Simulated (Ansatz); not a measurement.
Calculated with Ansatz (gas phase, PBE0-D4/def2-TZVP geometries, no zero-point term in ΔE). CBS: MP2 limit from def2 TZ/QZ plus the TZ coupled-cluster correction, frozen cores. This one scheme is used for every species. DFT in def2-TZVPP. HSE06 is defined as in plane-wave codes. Each species was taken in one conformer, which may not be the lowest.

Reaction (cleavage of the Al–Si bond): `[OH][AlH][SiH3]` + `OCF` → `[OH][AlH][O]CF` + SiH₄

`[OH][AlH][SiH3]`:

Z-matrix (Å, degrees):
```
Si
Al 1 2.447
H 1 1.492 2 110.4
H 1 1.488 2 112.9 3 -120.8
H 1 1.492 2 110.7 3 118.0
O 2 1.698 1 116.2 3 114.7
H 2 1.590 1 124.9 3 -65.0
H 6 0.956 2 123.1 1 -179.6
```

`OCF`:

Z-matrix (Å, degrees):
```
C
F 1 1.381
O 1 1.370 2 111.1
H 1 1.091 2 107.8 3 -117.4
H 1 1.096 2 106.3 3 123.2
H 3 0.962 1 109.3 2 70.7
```

`[OH][AlH][O]CF`:

Z-matrix (Å, degrees):
```
C
F 1 1.394
O 1 1.353 2 110.9
H 1 1.096 2 106.2 3 120.9
H 1 1.096 2 106.2 3 -120.9
Al 3 1.702 1 135.5 2 -0.1
O 6 1.687 3 123.0 1 -0.1
H 6 1.563 3 116.5 1 180.0
H 7 0.957 6 120.9 3 0.1
```

SiH₄:

Cartesian coordinates in Å:
```
Si 0.000 0.000 0.000
H 0.356 1.412 -0.288
H -0.297 -0.150 1.447
H 1.137 -0.882 -0.366
H -1.196 -0.380 -0.793
```

Task: Is it downhill or uphill in electronic energy at CCSD(T)/CBS, and by how much? (Estimate.)

Result: Computed: Downhill: ΔE = -140.9 kJ/mol.

Task: What do these levels give: revPBE-D4, r2SCAN-D4, r2SCAN0-D4, HSE06-D4, r2SCANh, LC-ωPBE, HF/def2-SVP, CCSD(T)/def2-SVP, HF/def2-TZVPP, MP2/def2-QZVPP, HF/CBS(def2), CCSD/CBS(def2)? (Estimate.)

Result: Computed: revPBE-D4 -121.2, r2SCAN-D4 -140.6, r2SCAN0-D4 -140.8, HSE06-D4 -123.7, r2SCANh -140.2, LC-ωPBE -133.7, HF/def2-SVP -156.8, CCSD(T)/def2-SVP -146.8, HF/def2-TZVPP -155.9, MP2/def2-QZVPP -151.4, HF/CBS(def2) -157.5, CCSD/CBS(def2) -142.5 kJ/mol.

Task: What do rigid-rotor, harmonic-oscillator terms from PBE0-D4/def2-TZVP frequencies (298.15 K, 1 bar) make of the CCSD(T)/CBS value? (Estimate.)

Result: Computed: ΔZPE = -6.9 kJ/mol, ΔH = -147.6 kJ/mol, ΔS = -37 J/(mol·K), ΔG = -136.6 kJ/mol. Modes under 50 cm⁻¹ make the entropy rough.

Largest T1 diagnostic among the species: 0.014.

In def2-TZVPP, CCSD(T) changes the Hartree–Fock value by +14.0 kJ/mol (the triples alone add +1.6 kJ/mol) and MP2 by +4.4 kJ/mol. From BLYP to BHLYP (50 % exact exchange), in def2-TZVPP and without D4, ΔE moves by −11.8 kJ/mol.
